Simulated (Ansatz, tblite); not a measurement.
Cost and result up the ladder for Na2Se (the lowest singlet isomer of a short search) (3 atoms). The state is a singlet with charge 0. Geometry: PBE-D4/def2-TZVP.

```xyz
3

Na   -1.396    0.688   -1.456
Na    0.942    0.089    1.909
Se    0.454   -0.777   -0.454
```

Ansatz on 4 threads of Arm Neoverse V1 on a shared host; xTB runs through tblite on one thread. Times are rough, summed over both states, and most runs start from the orbitals of an earlier one. CCSD(T)/def2-TZVPP serves as the yardstick here, not as an exact answer. Differences are given only for rows in sets of like size (and for xTB, whose basis is part of the method), since another set adds its own error. The other state is a triplet at its own geometry, which has other bonds, so the gap mixes isomer and spin.

The xTB rows come from tblite. Correlated methods freeze 11 core orbitals; core or outer-core shells of Na, Se are correlated, in sets that lack core-valence functions. At PBE0-D4/def2-TZVP a singlet of charge 0 lies 1.29 eV below the triplet, each at its own geometry. The structure comes from a short search, and lower isomers may exist.

Correlated methods converge slowly with the basis.

xTB has no spin-polarisation term.

| level | functions | wall time | triplet − singlet (eV) | difference from CCSD(T)/def2-TZVPP (eV) | remarks |
| --- | --- | --- | --- | --- | --- |
| GFN1-xTB | 17 | 0.004 s | 2.21 | 0.86 | – |
| GFN2-xTB | 17 | 0.004 s | 1.83 | 0.49 | – |
| HF/STO-3G | 36 | 0.25 s | 4.59 | – | HOMO above zero (singlet), HOMO above zero (triplet) |
| LDA (SPW92)/def2-TZVP | 112 | 1.4 s | 1.66 | 0.31 | – |
| HF/def2-TZVP | 112 | 1.8 s | 0.40 | -0.94 | – |
| MP2/def2-TZVP | 112 | 1.9 s | 1.46 | 0.12 | – |
| PBE-D4/def2-TZVP | 112 | 2.5 s | 1.38 | 0.04 | – |
| BLYP-D4/def2-TZVP | 112 | 2.8 s | 1.40 | 0.06 | – |
| revPBE-D4/def2-TZVP (with forces) | 112 | 2.9 s | 1.31 | -0.03 | – |
| RPA@PBE/def2-TZVP | 112 | 3.7 s | 1.13 | -0.21 | – |
| B2PLYP/def2-TZVP | 112 | 5.1 s | 1.41 | 0.07 | – |
| PBE0-D4/def2-TZVP | 112 | 5.1 s | 1.29 | -0.06 | – |
| r2SCAN-D4/def2-TZVP | 112 | 6.6 s | 1.38 | 0.04 | – |
| CCSD(T)/def2-TZVPP | 112 | 13 s | 1.34 | 0.00 | – |
